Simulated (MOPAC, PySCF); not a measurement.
[Zn(Br)(H)], neutral singlet in the gas phase. 

Cartesian coordinates (Å):
```xyz
3

Zn     0.0000     0.0222    -0.0137
Br    -0.0003     1.9142    -1.2337
H      0.0002    -1.2625     0.8122
```
Charge 0, spin multiplicity 1.

All levels are single points at this geometry (BP86-D3(BJ)/def2-SVP); Pople sets use spherical d functions. Orbital energies aren't observables, and empty levels follow the basis.

HF/6-31G* (LANL2DZ on Zn) in PySCF gives dipole (D) = 2.02.

Task: Estimate the dipole (D) from each of these levels: PBE-D3(BJ)/def2-TZVP in PySCF; TPSSh-D3(BJ)/def2-TZVP in PySCF; B3LYP/3-21G in PySCF; B3LYP/6-311+G** (LANL2DZ on Br, Zn) in PySCF; B3LYP/6-31G* (LANL2DZ on Zn) in PySCF; BP86/6-31G* (LANL2DZ on Zn) in PySCF; M06-2X/6-31G* (LANL2DZ on Zn) in PySCF; HF/3-21G in PySCF; HF/STO-3G in PySCF; AM1 in MOPAC; PM3 in MOPAC; PM6 in MOPAC.

Result: 
```json
[
 {"level": "PBE-D3(BJ)/def2-TZVP in PySCF", "dipole (D)": "1.48"},
 {"level": "TPSSh-D3(BJ)/def2-TZVP in PySCF", "dipole (D)": "1.53"},
 {"level": "B3LYP/3-21G in PySCF", "dipole (D)": "1.46"},
 {"level": "B3LYP/6-311+G** (LANL2DZ on Br, Zn) in PySCF", "dipole (D)": "2.19"},
 {"level": "B3LYP/6-31G* (LANL2DZ on Zn) in PySCF", "dipole (D)": "1.82"},
 {"level": "BP86/6-31G* (LANL2DZ on Zn) in PySCF", "dipole (D)": "1.78"},
 {"level": "M06-2X/6-31G* (LANL2DZ on Zn) in PySCF", "dipole (D)": "1.96"},
 {"level": "HF/3-21G in PySCF", "dipole (D)": "2.05"},
 {"level": "HF/STO-3G in PySCF", "dipole (D)": "2.28"},
 {"level": "AM1 in MOPAC", "dipole (D)": "1.90"},
 {"level": "PM3 in MOPAC", "dipole (D)": "2.10"},
 {"level": "PM6 in MOPAC", "dipole (D)": "2.99"}
]
```
